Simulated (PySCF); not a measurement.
Polarisability and C₆ of S⁺ (sulfur, charge +1)

[Ne] 3s1 3p3 4s1, high-spin 6S determinant (an excited configuration). Computed with PySCF 2.14 in dyall-av3z (19s12p3d2f, 84 functions), with no relativity, point nucleus. Coupled (time-dependent) response in atomic units; α is the mean over directions.

| method | mean α (bohr³) | C₆ (like pair) | S(−4) |
| --- | --- | --- | --- |
| UHF | 175.7 | 1916 | 28110 |
| PBE | 145.0 | 1447 | 19350 |
| PBE0 | 157.5 | 1630 | 22780 |
| BHandHLYP | 150.9 | 1540 | 20680 |

S(−4) is the Cauchy moment in α(ω) = α(0) + S(−4) ω² + …

α(iu) at PBE:

```json
{"u (hartree)": "0", "α(iu) (bohr³)": "145.0"}
{"u (hartree)": "0.0500", "α(iu) (bohr³)": "109.2"}
{"u (hartree)": "0.100", "α(iu) (bohr³)": "64.26"}
{"u (hartree)": "0.200", "α(iu) (bohr³)": "27.16"}
{"u (hartree)": "0.300", "α(iu) (bohr³)": "15.79"}
{"u (hartree)": "0.500", "α(iu) (bohr³)": "8.205"}
{"u (hartree)": "0.750", "α(iu) (bohr³)": "4.810"}
{"u (hartree)": "1.00", "α(iu) (bohr³)": "3.178"}
{"u (hartree)": "1.50", "α(iu) (bohr³)": "1.671"}
{"u (hartree)": "2.00", "α(iu) (bohr³)": "1.026"}
{"u (hartree)": "3.00", "α(iu) (bohr³)": "0.5039"}
{"u (hartree)": "5.00", "α(iu) (bohr³)": "0.2052"}
```

A single London oscillator, α(iu) = α/(1 + u²/ω²), gives C₆ = (3/4) ω α². Matching the computed C₆ needs ω = 4 × 1447 / (3 × 145.0²) = 0.0918 hartree.

For an ion, C₆ is the dispersion term alone; charge-induced terms of lower order in 1/R come first.

The outer electron is Rydberg-like, and this basis confines it to a smaller radius and binds it less than a complete one would.
